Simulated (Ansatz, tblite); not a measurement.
Cost and result up the ladder for Cu₃F₄⁻ (7 atoms). Charge -1, multiplicity 1. Geometry: r2SCAN-D4/def2-SVPD.

```
atom    x (Å)    y (Å)    z (Å)
 Cu1  -1.4199   1.7206  -0.9705
 Cu2   1.3412  -1.6676   1.1568
 Cu3   0.1960  -0.1325  -0.4658
  F4  -1.4914  -0.1141  -1.2577
  F5   0.8493  -3.1058   2.0757
  F6  -1.4085   3.4822  -0.7472
  F7   1.9332  -0.1828   0.2087
```

Ansatz on 4 threads of Arm Neoverse V2 on a shared host; xTB runs through tblite on one thread. Times are rough, summed over both states, and most runs start from the orbitals of an earlier one. No level here is sound enough to serve as a yardstick. The other state is a doublet.

The xTB rows come from tblite. The structure comes from a short search, and lower isomers may exist.

Raw xTB energies of ions are shifted by several eV.

```tsv
level	functions	vertical IE (eV)	remarks
GFN2-xTB	43	8.73	–
PBE0-D4/def2-TZVPD	304	4.58	spin-contaminated (⟨S²⟩ 0.83) (doublet)
GFN1-xTB	43	9.03	–
PBE-D4/def2-TZVPD	304	4.17	–
```

Question: Estimate how long each takes.

Answer: GFN1-xTB 0.009 s; GFN2-xTB 0.025 s; PBE-D4/def2-TZVPD 17 s; PBE0-D4/def2-TZVPD 39 s. On shared hardware such times vary by a factor of up to 3.
